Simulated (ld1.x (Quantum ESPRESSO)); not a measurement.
An all-electron radial function and its pseudo partner (sulfur)

Columns: radius, all-electron u(r) and pseudo u(r) of the 3p shell (level -7.01 eV) of sulfur in the configuration [Ne] 3s2 3p4; PBE, scalar-relativistic, TM semilocal scheme, ld1.x (Quantum ESPRESSO) 7.5.

```
r (bohr)  all-electron   pseudo
   0.090        0.1411  -0.0060
   0.180        0.2879  -0.0238
   0.270        0.3297  -0.0530
   0.360        0.2832  -0.0925
   0.450        0.1831  -0.1413
   0.540        0.0577  -0.1978
   0.630       -0.0741  -0.2602
   0.720       -0.2006  -0.3263
   0.810       -0.3156  -0.3939
   0.900       -0.4159  -0.4605
   0.990       -0.5010  -0.5234
   1.080       -0.5711  -0.5803
   1.170       -0.6267  -0.6291
   1.260       -0.6689  -0.6686
   1.350       -0.6988  -0.6981
   1.440       -0.7182  -0.7177
   1.530       -0.7282  -0.7281
   1.620       -0.7306  -0.7305
   1.710       -0.7265  -0.7265
   1.800       -0.7171  -0.7171
   1.890       -0.7034  -0.7034
   1.980       -0.6865  -0.6865
   2.070       -0.6670  -0.6670
   2.160       -0.6455  -0.6455
   2.250       -0.6227  -0.6227
   2.340       -0.5991  -0.5991
```

(1) How many radial nodes do the two functions have?

(2) At about which radius was the pseudo-wave matched?

(3) Is the pseudo-wave norm-conserving?

Answers

(1) The all-electron 3p function has n − l − 1 = 1; the pseudo-wave has 0, since the states of the same l below it are removed with the core.

(2) 1.80 bohr. The columns agree to 0.0005 from 1.44 bohr on; several derivatives are matched, so the curves merge somewhat inside the radius.

(3) Yes: the TM semilocal scheme keeps the norm inside the radius equal to the all-electron one, which fixes the energy derivative of the logarithmic derivative at the level.
